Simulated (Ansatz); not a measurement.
The cluster SnSe2 was relaxed with PBE-D4 (def2-TZVP) in Ansatz in these states: neutral quintet, neutral singlet, neutral triplet. The geometries follow in no particular order.

In the def2 sets Sn takes a core potential; there is no spin–orbit coupling.

A:

```xyz
3

Sn    1.3708    0.5450   -0.7938
Se   -1.4342    0.0721   -0.6596
Se    0.0634   -0.6171    1.4535
```

B:

Cartesian coordinates in Å:
```
Sn -0.5305 0.9477 -1.2730
Se 0.4113 -1.3534 -0.0791
Se 0.1192 0.4058 1.3522
```

C:

```xyz
3

Sn    1.4362    0.3659    0.2081
Se   -0.8411    0.7497   -0.8951
Se   -0.5951   -1.1156    0.6870
```

**Question.** Judge from the bond lengths which geometry belongs to which state (an estimate).

**Answer.** A is the neutral quintet (Se2–Se3 2.680 Å, Sn1–Se3 2.848 Å, Sn1–Se2 2.848 Å); B is the neutral triplet (Se2–Se3 2.287 Å, Sn1–Se3 2.758 Å, Sn1–Se2 2.758 Å); C is the neutral singlet (Se2–Se3 2.458 Å, Sn1–Se3 2.559 Å, Sn1–Se2 2.559 Å).

At PBE0-D4/def2-TZVP a singlet lies 3.87 eV below the neutral quintet. At PBE0-D4/def2-TZVP a singlet lies 1.09 eV below the neutral triplet. These are the stationary points nearest to one start from a short search; other shapes may lie lower in each state.
